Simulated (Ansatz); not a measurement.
CH₆AlClSSi, SMILES `[SiH3][CH](Cl)[AlH][SH]`, relaxed with RKS PBE-D4/def2-SVP in Ansatz 0.2.0 from a rough embedded geometry. The force threshold is 0.03 eV/Å; the program also tests the step.

The species carries charge 0 and has multiplicity 1.

Start:

```xyz
11

Si    0.001    0.114   -1.530
C     0.168    1.077   -0.003
Cl   -1.291    2.056    0.164
Al    0.352   -0.107    1.636
S    -1.313   -1.652    2.011
H     1.250   -0.774   -1.713
H    -1.147   -0.790   -1.456
H    -0.082    0.966   -2.678
H     1.101    1.757   -0.075
H     1.647   -0.052    2.488
H    -0.684   -2.596    1.156
```

(1) By how much does the energy fall, and how many steps does the optimiser take? (An estimate is asked.)

(2) Which bonds change most? (An estimate is asked.)

(3) Give the relaxed structure. (Estimate.)

Answers

(1) The calculation gave: 0.73 eV, in 12 steps, 1 of them rejected.

(2) The calculation gave: Cl3–Al4 from 3.090 to 2.600 Å; C2–Cl3 from 1.765 to 1.888 Å; Al4–S5 from 2.302 to 2.202 Å; Si1–C2 from 1.813 to 1.889 Å.

(3) The calculation gave: 
```xyz
11

Si    0.005   -0.020   -1.642
C     0.467    0.827   -0.018
Cl   -0.983    1.873    0.588
Al    0.333   -0.042    1.755
S    -0.755   -1.943    1.980
H     1.195   -0.830   -2.083
H    -1.165   -0.940   -1.418
H    -0.358    0.970   -2.715
H     1.313    1.535   -0.135
H     1.048    0.582    3.028
H    -1.100   -2.011    0.661
```
